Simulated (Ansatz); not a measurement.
A CCSD(T) single point on `[F][SnH]1[NH]P[O]1`.

```yaml
crystal:
  periodic: [false, false, false]
  atoms:
    - {symbol: F, position_ang: [-1.039178, 2.102811, -0.795894]}
    - {symbol: Sn, position_ang: [-0.222379, 0.939310, 0.480983]}
    - {symbol: N, position_ang: [1.084130, -0.340953, -0.379092]}
    - {symbol: P, position_ang: [0.006751, -1.697610, -0.210076]}
    - {symbol: O, position_ang: [-1.177514, -0.800671, 0.523442]}
    - {symbol: H, position_ang: [-0.049575, 1.868340, 1.884322]}
    - {symbol: H, position_ang: [2.022361, -0.458633, -0.021544]}
    - {symbol: H, position_ang: [-0.532298, -1.669794, -1.537940]}
basis:
  gaussian: {orbitals: def2-TZVPP}
correlation: {method: ccsd_t}
output: {orbitals: {seedname: orbitals}}
```

```sh
$ ansatz run in.yaml --threads 4 --pin off --events-out ev --progress --plain
```

Output of Ansatz, abridged:

```
Functional definition: HF
1556 factors; integrals over basis functions are off by at most 1.1e-3 eV
mean field evaluation 1: about -21347.5155 eV, gradient 5.6e1 eV
mean field evaluation 2: about -21347.9180 eV, gradient 5.7e1 eV
mean field evaluation 4: about -21353.9556 eV, gradient 3.7e0 eV
mean field evaluation 8: about -21354.0401 eV, gradient 5.1e-1 eV
mean field evaluation 16: about -21354.0411 eV, gradient 2.4e-6 eV
mean field -21354.04105226 eV, -784.7465343818 hartree, gradient 2.4e-6 eV, S^2 0.000000; 0 other end points of the search recorded, 0 dependent functions left out
12 core orbitals not correlated: weight in the atoms' cores, before any rotation towards them, 1.000 or more for the frozen orbitals, at most 0.000 for the correlated occupied ones
reference -21354.04105226 eV, -784.7465343818 hartree; 20, 20 occupied and 195, 195 virtual orbitals, 1556 factors
second order -31.61539741 eV of doubles, -0.00000000 eV of singles
cycle   1  -30.82973787 eV  change    7.9e-1 eV  update   1.5e-1
cycle   2  -31.65611293 eV  change   -8.3e-1 eV  update   4.7e-2
cycle   3  -31.85775804 eV  change   -2.0e-1 eV  update   2.5e-2
cycle   4  -31.83551529 eV  change    2.2e-2 eV  update   6.4e-3
cycle   5  -31.82914624 eV  change    6.4e-3 eV  update   3.0e-3
cycle   6  -31.83130531 eV  change   -2.2e-3 eV  update   1.1e-3
cycle   7  -31.83120952 eV  change    9.6e-5 eV  update   5.3e-4
cycle   8  -31.83087370 eV  change    3.4e-4 eV  update   2.0e-4
cycle   9  -31.83095554 eV  change   -8.2e-5 eV  update   9.2e-5
cycle  10  -31.83100702 eV  change   -5.1e-5 eV  update   3.8e-5
cycle  11  -31.83095493 eV  change    5.2e-5 eV  update   1.8e-5
cycle  12  -31.83097594 eV  change   -2.1e-5 eV  update   8.5e-6
perturbative correction -1.22833543 eV, -0.0451404943 hartree
Total energy: -21387.10036363 eV, -785.9614416659 hartree
```

Run time 3.9 min (4 threads of a server CPU on a shared host); peak host memory 4.3 GiB.

MP2 recovers 95.6 % of the CCSD(T) correlation energy and the triples give 3.7 %; T1 = 0.0157.
